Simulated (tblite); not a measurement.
Species: C4H10OSSi.
SMILES with atom numbers: `[CH3:1][CH2:2][SiH2:3][O:4][C:5]([CH3:6])=[S:7]` (hydrogens: H8, H9, H10 on C1; H11, H12 on C2; H13, H14 on Si3; H15, H16, H17 on C6)

Computed with GFN2-xTB (tblite), gas phase: L-BFGS steps from a force-field or distance-geometry start until the largest atomic force falls under 0.01 eV/Å.

At the end of the run (lengths in Å): O4–C5 1.317, Si3–O4 1.645, C6–H15 1.090, C2–H12 1.092, Si3–H14 1.466, C1–C2 1.524, Si3–H13 1.466, Si3–O4–C5 135.8°, C2–Si3–O4 102.7°, C1–C2–Si3 112.3°, O4–C5–C6 117.9°, C1–C2–Si3–O4 180°, C2–Si3–O4–C5 180°, Si3–O4–C5–C6 -1°, H11–C2–Si3–O4 -59°, H11–C2–C1–H8 58°.

Question: These geometries were met on the way; a selection of coordinates is given. Order them by energy above the end point, lowest first.
A. O4–C5 1.319, Si3–O4 1.631, C6–H15 1.080, C2–H12 1.083, Si3–H14 1.465, C1–C2 1.539, Si3–H13 1.470, Si3–O4–C5 123.3°, C2–Si3–O4 112.1°, C1–C2–Si3 106.3°, O4–C5–C6 117.5°, C1–C2–Si3–O4 130°, C2–Si3–O4–C5 145°, Si3–O4–C5–C6 34°, H11–C2–Si3–O4 -111°, H11–C2–C1–H8 107°
B. O4–C5 1.321, Si3–O4 1.659, C6–H15 1.090, C2–H12 1.091, Si3–H14 1.464, C1–C2 1.530, Si3–H13 1.454, Si3–O4–C5 134.3°, C2–Si3–O4 105.1°, C1–C2–Si3 115.7°, O4–C5–C6 118.1°, C1–C2–Si3–O4 150°, C2–Si3–O4–C5 -178°, Si3–O4–C5–C6 0°, H11–C2–Si3–O4 -87°, H11–C2–C1–H8 80°
C. O4–C5 1.327, Si3–O4 1.661, C6–H15 1.095, C2–H12 1.089, Si3–H14 1.460, C1–C2 1.530, Si3–H13 1.453, Si3–O4–C5 132.3°, C2–Si3–O4 107.7°, C1–C2–Si3 115.5°, O4–C5–C6 116.8°, C1–C2–Si3–O4 144°, C2–Si3–O4–C5 172°, Si3–O4–C5–C6 9°, H11–C2–Si3–O4 -97°, H11–C2–C1–H8 93°
D. O4–C5 1.387, Si3–O4 1.713, C6–H15 1.128, C2–H12 1.130, Si3–H14 1.491, C1–C2 1.508, Si3–H13 1.457, Si3–O4–C5 115.9°, C2–Si3–O4 109.5°, C1–C2–Si3 105.0°, O4–C5–C6 121.7°, C1–C2–Si3–O4 127°, C2–Si3–O4–C5 146°, Si3–O4–C5–C6 34°, H11–C2–Si3–O4 -113°, H11–C2–C1–H8 109°
E. O4–C5 1.321, Si3–O4 1.642, C6–H15 1.090, C2–H12 1.093, Si3–H14 1.477, C1–C2 1.546, Si3–H13 1.488, Si3–O4–C5 130.1°, C2–Si3–O4 109.3°, C1–C2–Si3 109.8°, O4–C5–C6 116.6°, C1–C2–Si3–O4 137°, C2–Si3–O4–C5 159°, Si3–O4–C5–C6 22°, H11–C2–Si3–O4 -104°, H11–C2–C1–H8 102°

Answer: B (0.105 eV), C (0.172 eV), E (0.279 eV), A (0.458 eV), D (0.788 eV).

| step | E above end (eV) | rms distance from the end, all atoms (Å) | largest force (eV/Å) | rms shift of all bonds from the end (Å) |
| --- | --- | --- | --- | --- |
| 24 | 0.105 | 0.351 | 0.243 | 0.005 |
| 16 | 0.172 | 0.404 | 0.291 | 0.007 |
| 10 | 0.279 | 0.462 | 0.370 | 0.009 |
| 3 | 0.458 | 0.517 | 0.682 | 0.008 |
| 0 | 0.788 | 0.530 | 2.634 | 0.031 |

Rows stand in the order of the answer.
